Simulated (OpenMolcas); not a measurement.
An atom or ion with 15 electrons was computed by SS-CASPT2, IPEA 0.25 Eh, imaginary shift 0.1 Eh with spin-orbit coupling (OpenMolcas, ANO-RCC-VTZP, DKH2). The lowest levels that the run gave, each within 12 % of the measured value where one is at hand:

```json
{"J": "3/2", "Parity": "odd", "E (cm⁻¹)": "0.0", "g": "2.002"}
{"J": "3/2", "Parity": "odd", "E (cm⁻¹)": "22450", "g": "0.804"}
{"J": "5/2", "Parity": "odd", "E (cm⁻¹)": "22580", "g": "1.200"}
{"J": "1/2", "Parity": "odd", "E (cm⁻¹)": "36190", "g": "0.666"}
{"J": "3/2", "Parity": "odd", "E (cm⁻¹)": "36310", "g": "1.330"}
{"J": "5/2", "Parity": "even", "E (cm⁻¹)": "121820", "g": "1.601"}
{"J": "3/2", "Parity": "even", "E (cm⁻¹)": "122710", "g": "1.735"}
{"J": "1/2", "Parity": "even", "E (cm⁻¹)": "123220", "g": "2.670"}
{"J": "3/2", "Parity": "even", "E (cm⁻¹)": "157230", "g": "0.800"}
{"J": "5/2", "Parity": "even", "E (cm⁻¹)": "157330", "g": "1.201"}
{"J": "1/2", "Parity": "even", "E (cm⁻¹)": "190330", "g": "1.997"}
{"J": "3/2", "Parity": "even", "E (cm⁻¹)": "204260", "g": "1.334"}
```

Q: Which ion is it, and what are the configurations and terms?

A: Ar3+ (Z = 18, charge +3; active space 5 electrons in 8 orbitals (3s 3p 4s 4p)). J, parity and g give the terms where levels are pure, and mixed ones are named by the computed weights; the size of the splittings, set against known spectra of the 15-electron sequence, gives the charge. In order, with the measured energies in cm⁻¹ (Saloman, J. Phys. Chem. Ref. Data 39, 033101 (2010)): 3s² 3p³ ⁴S°_3/2, 3s² 3p³ ²D°_3/2 (21091), 3s² 3p³ ²D°_5/2 (21220), 3s² 3p³ ²P°_1/2 (34855), 3s² 3p³ ²P°_3/2 (35032), 3s 3p⁴ ⁴P_5/2 (117563), 3s 3p⁴ ⁴P_3/2 (118516), 3s 3p⁴ ⁴P_1/2 (119043), 3s 3p⁴ ²D_3/2 (145921), 3s 3p⁴ ²D_5/2 (145999), 3s 3p⁴ ²S_1/2 (177832), 3s 3p⁴ ²P_3/2 (222956).

CASPT2 breaks the degeneracy within a term, and the mean is taken; among the terms shown or strongly mixed into the levels shown the widest spread is 870 cm-1 (3s 3p⁴ ²D). Over all roots computed the reference weight is 0.87 to 0.97; the roots of lowest weight are the least certain, and an intruder state may touch them. Active for correlation alone: 4p 4s; no level in the range computed is led by a configuration that fills them, so any true level of that kind is missing. Terms of s pⁿ other than that of highest spin mix with s² pⁿ⁻² d, which this space lacks; all of them can be thousands of cm-1 off, and some have no real level of that name. Computed and measured levels are paired by configuration, term and J; levels that our copy of the source lacks, or whose pairing is in doubt (as where it misses far off the trend of its configuration), stay unpaired and out of the deviations. Only configurations of the active space appear.

° marks odd parity.
